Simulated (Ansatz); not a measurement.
`N=C([SiH3])S`. Total charge 0; spin multiplicity 1.

```xyz
9

N    -0.076    1.818    0.305
C     0.244    0.593    0.319
Si   -0.763   -0.619   -0.732
S     1.633   -0.039    1.232
H     0.530    2.408    0.881
H     0.075   -1.046   -1.882
H    -2.003    0.043   -1.193
H    -1.070   -1.817    0.093
H     1.431   -1.342    0.977
```

**Question.** What are the harmonic wavenumbers in cm⁻¹ at PBE0-D4/def2-TZVP (Ansatz, finite differences of forces, unscaled)? (Best estimate.)

**Answer.** Ansatz gave: 44, 186, 207, 346, 369, 499, 632, 682, 817, 901, 912, 934, 944, 968, 1253, 1670, 2225, 2235, 2273, 2705, 3429.

**Question.** Is this a minimum?

**Answer.** Yes, all 21 modes are real.

**Question.** Give the ideal-gas thermochemistry at 298.15 K and 1 bar (rigid rotor, harmonic oscillator; point group C1, symmetry number 1).

**Answer.** Zero-point energy 144.9 kJ/mol; H(298) − E = 164.1 kJ/mol; entropy 333.7 J/(mol·K), of which translation 165.1, rotation 110.3, vibration 58.3; G(298) − E = 64.6 kJ/mol. Modes under 100 cm⁻¹ are hindered rotations or soft bends, so the harmonic entropy is rough.
